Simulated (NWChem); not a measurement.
System: BH$_{2}$SOF; SMILES OB(F)S

NWChem input:

```
start job
memory heap 200 mb stack 900 mb global 1100 mb
geometry units angstroms noautosym nocenter noautoz
  B      0.013758    -0.457589     0.000000
  F     -1.118845    -1.169069     0.000000
  O      1.222669    -1.072195     0.000000
  H      1.132478    -2.038481     0.000000
  S     -0.121722     1.361178     0.000000
  H      1.206721     1.594554     0.000000
end
basis spherical
  B library 6-31g*
  F library 6-31g*
  O library 6-31g*
  H library 6-31g*
  S library 6-31g*
end
dft
  xc hfexch
  iterations 150
  mulliken
end
task dft energy
esp
  recalculate
  probe 0.07
  range 0.3
  factor 1.0
  spacing 0.02
end
task esp
```

Output (shortened):

```
             Northwest Computational Chemistry Package (NWChem) 7.3.0
             --------------------------------------------------------

                             Geometry "geometry" -> ""
                             -------------------------

 Output coordinates in angstroms (scale by  1.889725989 to convert to a.u.)

  No.       Tag          Charge          X              Y              Z
 ---- ---------------- ---------- -------------- -------------- --------------
    1 B                    5.0000     0.01375800    -0.45758900     0.00000000
    2 F                    9.0000    -1.11884500    -1.16906900     0.00000000
    3 O                    8.0000     1.22266900    -1.07219500     0.00000000
    4 H                    1.0000     1.13247800    -2.03848100     0.00000000
    5 S                   16.0000    -0.12172200     1.36117800     0.00000000
    6 H                    1.0000     1.20672100     1.59455400     0.00000000

 Effective nuclear repulsion energy (a.u.)     145.7471787605

  xc_inp: hfexch multiplicative factor not found.

                                 NWChem DFT Module
                                 -----------------

 Summary of "ao basis" -> "ao basis" (spherical)
 ------------------------------------------------------------------------------
       Tag                 Description            Shells   Functions and Types
 ---------------- ------------------------------  ------  ---------------------
 B                           6-31g*                  6       14   3s2p1d
 F                           6-31g*                  6       14   3s2p1d
 O                           6-31g*                  6       14   3s2p1d
 H                           6-31g*                  2        2   2s
 S                           6-31g*                  8       18   4s3p1d

            General Information
            -------------------
          SCF calculation type: DFT
          Wavefunction type:  closed shell.
          No. of atoms     :     6
          No. of electrons :    40
           Alpha electrons :    20
            Beta electrons :    20
          Charge           :     0
          Spin multiplicity:     1
          Use of symmetry is: off; symmetry adaption is: off
          Maximum number of iterations: 150
          AO basis - number of functions:    64
                     number of shells:    30
          Convergence on energy requested:  1.00D-06
          Convergence on density requested:  1.00D-05
          Convergence on gradient requested:  5.00D-04

              XC Information
              --------------
                     Hartree-Fock (Exact) Exchange  1.000

      Superposition of Atomic Density Guess
      -------------------------------------

 Sum of atomic energies:        -597.10491878

      Non-variational initial energy
      ------------------------------

 Total energy =    -598.330914
 1-e energy   =   -1114.970862
 2-e energy   =     370.892770
 HOMO         =      -0.332114
 LUMO         =       0.104087

     ---------------------------------------------
      Total Density - Mulliken Population Analysis
     ---------------------------------------------

    Atom       Charge   Shell Charges
 -----------   ------   -------------------------------------------------------
    1 B    5     4.02   2.00  0.51  0.91  0.27  0.20  0.13
    2 F    9     9.48   2.00  0.95  3.45  0.98  2.10  0.01
    3 O    8     8.86   2.00  0.93  3.12  0.88  1.93  0.01
    4 H    1     0.46   0.35  0.11
    5 S   16    16.44   2.00  2.00  5.98  1.32  3.13  0.52  1.46  0.03
    6 H    1     0.74   0.39  0.34

   convergence    iter        energy       DeltaE   RMS-Dens  Diis-err
 ---------------- ----- ----------------- --------- --------- ---------
 d= 0,ls=0.0,diis     1   -597.7237096674 -7.43D+02  8.85D-03  6.17D-01
 d= 0,ls=0.0,diis     2   -597.7864034893 -6.27D-02  2.80D-03  1.54D-01
 d= 0,ls=0.0,diis     3   -597.8002603027 -1.39D-02  1.03D-03  4.56D-03
 d= 0,ls=0.0,diis     4   -597.8010940509 -8.34D-04  3.30D-04  2.12D-04
 d= 0,ls=0.0,diis     5   -597.8011459803 -5.19D-05  8.85D-05  1.48D-05
  Resetting Diis
 d= 0,ls=0.0,diis     6   -597.8011499757 -4.00D-06  3.43D-05  1.76D-06
 d= 0,ls=0.0,diis     7   -597.8011504277 -4.52D-07  8.91D-06  1.97D-07

         Total DFT energy =     -597.801150427653
      One electron energy =    -1117.184432853566
           Coulomb energy =      421.726095358781
    Exchange-Corr. energy =      -48.089991693393
 Nuclear repulsion energy =      145.747178760526

 Numeric. integr. density =        0.000000000000

                       DFT Final Molecular Orbital Analysis
                       ------------------------------------

 Vector   18  Occ=2.000000D+00  E=-5.595592D-01
              MO Center=  9.5D-01, -1.0D+00,  1.6D-11, r^2= 1.1D+00
   Bfn.  Coefficient  Atom+Function         Bfn.  Coefficient  Atom+Function
  ----- ------------  ---------------      ----- ------------  ---------------
    33      0.581853  3 O  pz                37      0.450929  3 O  pz
    19     -0.192160  2 F  pz                23     -0.154773  2 F  pz
     5      0.118960  1 B  pz                53      0.064428  5 S  pz
     9      0.047876  1 B  pz                13     -0.035692  1 B  d  1
    57      0.028725  5 S  pz                41      0.027918  3 O  d  1

 Vector   19  Occ=2.000000D+00  E=-4.743253D-01
              MO Center= -1.6D-01,  1.2D+00, -1.8D-14, r^2= 1.9D+00
   Bfn.  Coefficient  Atom+Function         Bfn.  Coefficient  Atom+Function
  ----- ------------  ---------------      ----- ------------  ---------------
    52      0.459580  5 S  py                51     -0.370265  5 S  px
    54      0.250758  5 S  s                 50      0.228587  5 S  s
     4     -0.213987  1 B  py                56      0.192674  5 S  py
    48     -0.176696  5 S  py                55     -0.157192  5 S  px
    47      0.141956  5 S  px                32      0.120034  3 O  py

 Vector   20  Occ=2.000000D+00  E=-3.910350D-01
              MO Center= -7.8D-02,  1.2D+00,  1.2D-14, r^2= 1.8D+00
   Bfn.  Coefficient  Atom+Function         Bfn.  Coefficient  Atom+Function
  ----- ------------  ---------------      ----- ------------  ---------------
    53      0.661287  5 S  pz                57      0.419331  5 S  pz
    49     -0.249600  5 S  pz                33     -0.118712  3 O  pz
    37     -0.110758  3 O  pz                 5      0.077471  1 B  pz
    19     -0.063522  2 F  pz                23     -0.058943  2 F  pz
     9      0.037511  1 B  pz                11      0.030858  1 B  d -1

 Vector   21  Occ=0.000000D+00  E= 1.792558D-01
              MO Center=  2.4D-01,  1.3D+00,  1.3D-15, r^2= 3.2D+00
   Bfn.  Coefficient  Atom+Function         Bfn.  Coefficient  Atom+Function
  ----- ------------  ---------------      ----- ------------  ---------------
    64      1.514520  6 H  s                 55     -1.006668  5 S  px
    56     -0.602693  5 S  py                54     -0.469616  5 S  s
     6     -0.358412  1 B  s                 51     -0.312947  5 S  px
     8     -0.257309  1 B  py                44     -0.234546  4 H  s
    34      0.214658  3 O  s                 63      0.179174  6 H  s

 Vector   22  Occ=0.000000D+00  E= 1.891770D-01
              MO Center=  1.6D-02, -2.8D-01,  4.0D-15, r^2= 2.5D+00
   Bfn.  Coefficient  Atom+Function         Bfn.  Coefficient  Atom+Function
  ----- ------------  ---------------      ----- ------------  ---------------
     9      0.861132  1 B  pz                 5      0.446432  1 B  pz
    57     -0.357367  5 S  pz                37     -0.346538  3 O  pz
    23     -0.260431  2 F  pz                33     -0.227026  3 O  pz
    19     -0.197110  2 F  pz                53     -0.192977  5 S  pz
    59     -0.095203  5 S  d -1              49      0.070755  5 S  pz

[...]

                     NWChem Electrostatic Potential Fit Module
                     -----------------------------------------

 Atom parameters

 Number of atoms is                                    6
 Number of basis functions is                         64

 Grid parameters

 Maximum number of grid points is                  29368
 Number of grid points is                          29367
 Grid range                                     0.300000 nm
 Grid spacing                                   0.020000 nm
 Probe radius                                   0.070000 nm
 Atom radius factor                             1.000000

 Atomic radii

    1    0.100000
    5    0.158000
    8    0.136000
    9    0.128000
   16    0.174000
 FASTESP  F
  using M.O. file = ./job.movecs

    Atom              Coordinates                           Charge

                                                  ESP

    1 B     0.001376   -0.045759    0.000000    0.817222
    2 F    -0.111885   -0.116907    0.000000   -0.322841
    3 O     0.122267   -0.107220    0.000000   -0.757723
    4 H     0.113248   -0.203848    0.000000    0.458101
    5 S    -0.012172    0.136118    0.000000   -0.413224
    6 H     0.120672    0.159455    0.000000    0.218466
                                            ------------
                                               -0.000000

 Dipole moment                                  0.819241

 Quadrupole moment Qxx                         -7.007329
                   Qyy                          4.572411
                   Qzz                          2.434918

 RMS deviation kJ/mol                           0.087882

 RRMS %                                        29.791526
```

Level: Hartree-Fock/6-31G* (spherical d). Structure relaxed at the B3LYP/6-31G* (spherical d) level.
